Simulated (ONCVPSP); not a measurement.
copper (Cu): one change to an ONCV potential, before and after

```json
{
  "Element": "Cu",
  "Generator": "ONCVPSP 4.0.1",
  "Type": "optimised norm-conserving Vanderbilt (ONCV)",
  "Functional": "LDA (Perdew-Wang 92)",
  "Relativity": "scalar-relativistic",
  "Frozen core": "[Ne] 3s2",
  "Valence charge": "17",
  "Reference configuration": "3p6 3d9 4s2",
  "Partial waves": "4s: rc 2.35 bohr, ncon 3, nbas 8, qcut 2.2 1/bohr, 1 projector; 3p: rc 0.75 bohr, ncon 4, nbas 8, qcut 12.4 1/bohr, 2 projectors, debl 1.9 Ha; 3d: rc 1.35 bohr, ncon 4, nbas 9, qcut 12.3 1/bohr, 2 projectors, debl 3.8 Ha; f scattering state at 0.19 Ha: rc 2.00 bohr, ncon 4, nbas 9, qcut 4.9 1/bohr, 2 projectors, debl 1.4 Ha",
  "Local potential": "polynomial inside 0.65 bohr (lpopt 4, dvloc0 1 Ha)",
  "Core correction": "Teter function, fcfact 3, rcfact 1.3"
}
```

In the p channel the program set the typed energies aside and used -2.836, 0.250 Ha.

Change: all radii but the core radius scaled by about 0.88 (s 2.06, p 0.66, d 1.18, f 1.76 bohr); local potential polynomial inside 0.58 bohr (lpopt 4, dvloc0 1 Ha).

Cutoffs: the cutoffs (Ha) at which the residual kinetic energy of the hardest occupied pseudo-wave falls to 1 and 0.1 mHa per electron; they do not see the model core or the augmentation charge, which bear on the density cutoff. Errors are all-electron minus pseudo energies relative to the spin-unpolarised reference configuration.

**Question.** What does the change do?

**Answer.** The potential gets harder (67 Ha and 235 Ha → 88 Ha and 399 Ha); both files keep a bound ghost (s); of the 4 tests that both files solve, the error grows in 0 and shrinks in 4 by more than 15 % and 0.3 meV (median size 83.1 → 31.8 meV). A smaller radius makes the pseudo-wave follow the all-electron one further in, where it bends more sharply, so more plane waves are needed. Less of the atom is replaced, so other configurations are described better.

```tsv
quantity	base	changed
cutoff, loose	67 Ha	88 Ha
cutoff, tight	235 Ha	399 Ha
loose cutoff by channel	s 11 Ha, p 67 Ha, d 58 Ha	s 25 Ha, p 88 Ha, d 65 Ha
bound ghosts	s	s
GHOST(+) flags under 300 eV	f at 28.2 eV	f at 28.3 eV
error for 3p6 3d10 4s1, meV [ΔE -2.01 eV]	+94	+36
error for 3p6 3d10 4s0, meV [ΔE 6.42 eV]	+143	+45
error for 3p6 3d9 4s0, meV [ΔE 28.11 eV]	-72	-28
error for 3p6 3d9 4s1 4p1, meV [ΔE 4.93 eV]	-8.8	-2.7
rms error of d²Exc/dni dnj with the model core, mHa	3.10	3.26
```

 A true bound ghost makes a file unfit for plane-wave use even where its test errors are small: the radial tests pick states by their node count and pass the ghost by.
